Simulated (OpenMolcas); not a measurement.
## Mn3+ in a ligand field

Mn3+ with 6 ligands (ammonia) in octahedral coordination (S6) at 2 Å. Ligand basis ANO-RCC-VDZP.
```
Mn    0.0000    0.0000    0.0000
N     2.0000    0.0000    0.0000
H     2.3821    0.9457    0.0000
H     2.3821   -0.4729    0.8190
H     2.3821   -0.4729   -0.8190
N     0.0000    2.0000    0.0000
H     0.0000    2.3821    0.9457
H     0.8190    2.3821   -0.4729
H    -0.8190    2.3821   -0.4729
N    -2.0000    0.0000    0.0000
H    -2.3821   -0.9457    0.0000
H    -2.3821    0.4729   -0.8190
H    -2.3821    0.4729    0.8190
N     0.0000   -2.0000    0.0000
H     0.0000   -2.3821   -0.9457
H    -0.8190   -2.3821    0.4729
H     0.8190   -2.3821    0.4729
N     0.0000    0.0000    2.0000
H     0.9457    0.0000    2.3821
H    -0.4729    0.8190    2.3821
H    -0.4729   -0.8190    2.3821
N     0.0000    0.0000   -2.0000
H    -0.9457    0.0000   -2.3821
H     0.4729   -0.8190   -2.3821
H     0.4729    0.8190   -2.3821
```

```json
{
  "Program": "OpenMolcas",
  "Method": "CASSCF",
  "Basis": "ANO-RCC-VDZP [5s4p2d1f]",
  "Scalar Hamiltonian": "DKH2, point nucleus",
  "Active space": "4 electrons in 5 orbitals (3d)",
  "State averaging": "2S+1 = 5 even, 5 roots; 2S+1 = 3 even, 45 roots; 2S+1 = 1 even, 50 roots",
  "Spin-orbit coupling": "RASSI with atomic mean-field integrals over the reference wave functions"
}
```

The lowest spin-free states, above the lowest:

```tsv
State	Degeneracy	E (cm-1)
2S+1 = 5	2	0.0
2S+1 = 3	1	4154
2S+1 = 3	2	4286
2S+1 = 1	2	16353
2S+1 = 1	1	16454
2S+1 = 1	2	17902
2S+1 = 3	2	21207
2S+1 = 5	2	22417
2S+1 = 5	1	22524
2S+1 = 3	2	23417
2S+1 = 3	1	23504
2S+1 = 3	1	24421
2S+1 = 3	2	24509
2S+1 = 1	1	26495
2S+1 = 3	1	26528
2S+1 = 3	1	27027
2S+1 = 3	2	30133
2S+1 = 1	1	32976
2S+1 = 1	1	32996
2S+1 = 1	2	33042
```

The lowest levels with spin-orbit coupling:

```
E (cm-1)  Degeneracy  2S+1               g
     0.0           1     5                
    19.1           1     5                
    19.5           2     5  0.00 0.00 1.90
    38.3           2     5  0.00 0.00 0.14
    52.5           1     5                
    53.5           2     5  0.00 0.00 2.20
    68.3           1     5                
    4043           1     3                
    4164           2     3  0.00 0.00 2.26
    4245           1     3                
    4425           1     3                
    4461           2     3  0.00 0.00 0.51
    4508           2     3  0.00 0.00 1.75
   16387           2     1  0.00 0.00 2.70
   16487           1     1                
   17939           2     1  0.00 0.00 0.21
   21266           1     3                
   21268           2     3  0.00 0.00 1.85
   21281           1     3                
   21282           2     3  0.00 0.00 2.09
```

Powder χT (cm3 K/mol): 0.419 at 2 K, 1.84 at 10 K, 2.86 at 50 K, 2.93 at 100 K, 2.95 at 200 K, 2.96 at 300 K. The effective moment at 300 K is 2.828 √(χT) = 4.87 μB.

The lowest level has 2S+1 = 5, for which the spin-only value is χT = S(S+1) / 2 = 3.000 cm3 K/mol (g = 2). The computed 2.961 at 300 K differs by -0.039, through orbital momentum, spin-orbit coupling and any other state in reach.

Metal share of the active 3d orbitals (Löwdin): 85, 85, 97, 97, 97 %; Mulliken charge of the metal 1.80.

An orbital doublet at a regular site is open to a Jahn-Teller distortion, which this geometry leaves out. Without dynamic correlation the repulsion within the d shell is too large (B by tens of per cent), so at a given field states of lower spin stand too high. This shell can be high or low spin here, a state of another spin lies low, and with metal d orbitals alone active their balance is uncertain, so the ground spin may be wrong. Ligand-to-metal charge-transfer states are missing. With no ligand orbital active B as a rule stays too high, so bands that hang on it stand too high and its fall with covalency is understated. With metal d orbitals alone the field can be off either way by tens of per cent. No measured value stands beside these numbers; the geometry is a model, was not optimised and need not be the one that this ion takes.

With an even number of electrons the g values are those of a degenerate or nearly degenerate non-Kramers pair.
